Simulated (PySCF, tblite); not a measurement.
Species: C₃H₇BS.
Numbering: `[CH2:1]=[CH:2][BH:3][S:4][CH3:5]` (hydrogens: H6, H7 on C1; H8 on C2; H9 on B3; H10, H11, H12 on C5)

Computed with GFN2-xTB (tblite), gas phase: Langevin dynamics at 200 K from the optimised GFN2-xTB geometry, time step 0.5 fs, friction 0.01 fs⁻¹, 2000 steps. Over the second half of the run the saved frames average 219 K.

Frame at 250 fs, instantaneous temperature 159 K:
```
atom  x, y, z in Å
C1      2.145    0.162   -0.753
C2      0.888   -0.244   -0.869
B3     -0.170    0.004    0.208
S4     -1.901    0.111   -0.200
C5     -2.821    0.344    1.407
H6      2.860   -0.044   -1.570
H7      2.509    0.784   -0.006
H8      0.536   -0.715   -1.808
H9      0.014   -0.043    1.387
H10    -2.877    1.408    1.555
H11    -3.856   -0.013    1.271
H12    -2.344   -0.227    2.196
```

Frame at 425 fs, instantaneous temperature 150 K:
```
atom  x, y, z in Å
C1      1.944    0.235   -0.559
C2      0.677   -0.190   -0.717
B3     -0.382   -0.114    0.441
S4     -2.093   -0.374    0.106
C5     -2.850    0.358    1.621
H6      2.632    0.359   -1.378
H7      2.330    0.332    0.428
H8      0.459   -0.487   -1.725
H9     -0.062    0.157    1.502
H10    -3.534    1.095    1.164
H11    -3.467   -0.398    2.139
H12    -2.141    0.869    2.244
```

Frame at 625 fs, instantaneous temperature 157 K:
```
atom  x, y, z in Å
C1      2.062   -0.580   -0.347
C2      0.727   -0.721   -0.331
B3     -0.267    0.034    0.482
S4     -1.974   -0.485    0.160
C5     -3.082    0.535    1.180
H6      2.638   -1.347   -0.862
H7      2.508    0.235    0.184
H8      0.395   -1.523   -0.931
H9     -0.002    0.782    1.312
H10    -4.074    0.439    0.757
H11    -3.086    0.099    2.200
H12    -2.760    1.595    1.201
```

Frame at 800 fs, instantaneous temperature 271 K:
```
atom  x, y, z in Å
C1      2.074   -0.171   -0.819
C2      0.815   -0.506   -0.571
B3     -0.272    0.010    0.454
S4     -1.968   -0.444    0.171
C5     -2.937    0.537    1.320
H6      2.670   -0.532   -1.694
H7      2.651    0.492   -0.222
H8      0.331   -1.146   -1.333
H9      0.044    0.733    1.308
H10    -3.760   -0.015    1.665
H11    -2.365    0.903    2.227
H12    -3.283    1.400    0.710
```

Frame at 1000 fs, instantaneous temperature 182 K:
```
atom  x, y, z in Å
C1      2.118   -0.461   -0.216
C2      0.858   -0.340   -0.610
B3     -0.290    0.100    0.337
S4     -1.849   -0.781    0.381
C5     -2.801   -0.055    1.763
H6      2.915   -0.768   -0.878
H7      2.373   -0.466    0.832
H8      0.543   -0.566   -1.620
H9     -0.235    0.994    1.200
H10    -3.100   -0.856    2.453
H11    -2.166    0.604    2.333
H12    -3.598    0.521    1.307
```

Q: What do single points at PBE0/def2-SVPD (PySCF, gas phase, TDDFT, vertical, frozen core in the response) give on these frames?

A: 
| t (fs) | GFN2-xTB E above start (eV) | DFT E above lowest frame (eV) | HOMO (eV) | LUMO (eV) | dipole (D) | S1 (eV) | f(S1) |
| --- | --- | --- | --- | --- | --- | --- | --- |
| 250 | 0.24 | 0.03 | -7.31 | -1.52 | 1.03 | 5.14 | 0.300 |
| 425 | 0.25 | 0.05 | -7.22 | -1.51 | 1.08 | 5.12 | 0.343 |
| 625 | 0.24 | 0.00 | -7.11 | -1.73 | 0.91 | 4.86 | 0.370 |
| 800 | 0.30 | 0.07 | -7.32 | -1.59 | 1.22 | 5.18 | 0.375 |
| 1000 | 0.29 | 0.04 | -7.31 | -1.43 | 1.01 | 5.08 | 0.246 |

The two levels order the frames alike by energy but for pairs within 0.08 eV at one level; measured from each level's lowest frame they differ by 0.04 eV at most. The HOMO–LUMO gap runs from 5.38 to 5.88 eV. These are instantaneous structures, not minima.

The cost below is that of the whole dynamics run. Time: 6.9 s wall; peak memory 0.18 GiB. Hardware: one thread, Intel Xeon Platinum 8488C (x86_64), shared host with 96 logical CPUs at a one-minute load of 10.
